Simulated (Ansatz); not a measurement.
A run for Ansatz (an electronic-structure program): SC-NEVPT2 on CASSCF(4,4)/cc-pVDZ on H4 chain, a point of a bond scan (R = 0.900 Å).

Ansatz 0.2 input:
```yaml
crystal:
  periodic: [false, false, false]
  atoms:
    - {symbol: H, position_ang: [0.00000000, 0.00000000, 0.00000000]}
    - {symbol: H, position_ang: [0.00000000, 0.00000000, 0.90000000]}
    - {symbol: H, position_ang: [0.00000000, 0.00000000, 1.80000000]}
    - {symbol: H, position_ang: [0.00000000, 0.00000000, 2.70000000]}
basis:
  gaussian:
    orbitals: cc-pVDZ
    pivot_positions_ang: [[0.00000000, 0.00000000, 0.00000000], [0.00000000, 0.00000000, 0.90000000], [0.00000000, 0.00000000, 1.80000000], [0.00000000, 0.00000000, 2.70000000]]
magnetization: {spin_polarized: false}
correlation: {method: sc_nevpt2, electrons: outside_noble_gas, active_space: {window: {electrons: 4, orbitals: 4}}}
output: {orbitals: {seedname: ./end}}
```

It printed:

```
Functional definition: HF
[...]
integrals: 0.00 GiB planned
208 factors; integrals over basis functions are off by at most 3.8e-4 eV
mean field: 0.04 GiB planned
mean field evaluation 1: about -59.0710 eV, gradient 6.5e0 eV
mean field evaluation 2: about -59.0705 eV, gradient 6.5e0 eV
mean field evaluation 4: about -59.2809 eV, gradient 1.6e-1 eV
mean field evaluation 8: about -59.2810 eV, gradient 1.3e-6 eV
mean field -59.28100223 eV, -2.1785366497 hartree, gradient 1.3e-6 eV, S^2 0.000000; 0 other end points of the search recorded, 0 dependent functions left out
reference -59.28100223 eV, -2.1785366497 hartree; 2, 2 occupied and 18, 18 virtual orbitals, 208 factors
configuration interaction: 0.01 GiB planned
configuration interaction: 0.00 GiB planned
state -60.55954308 eV, -2.2255221593 hartree
state -60.55954308 eV, -2.2255221593 hartree; corrected -61.26609987 eV, -2.2514876425 hartree
Total energy: -61.26609987 eV, -2.2514876425 hartree
```

The run converged.

Cost: about 0.12 core-seconds (a rough figure).
